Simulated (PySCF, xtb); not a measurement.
C₃H₇FSi, SMILES FC1C[SiH2]C1.

GFN2-xTB in xtb 6.7.1 at its own geometry gives an orbital gap of 4.86 eV and a dipole moment of 2.71 D.

Geometry: ωB97X-D3(BJ)/def2-SVP. The structure was generated by enumeration, and PubChem lists no compound with its InChIKey, so it may never have been made.

### Question
What does PySCF with r2SCAN/def2-TZVP give? (Estimate from the structure and the level; the computed values follow.)

### Answer
gap 7.17 eV (levels -7.35 and -0.18 eV), dipole 1.41 D.
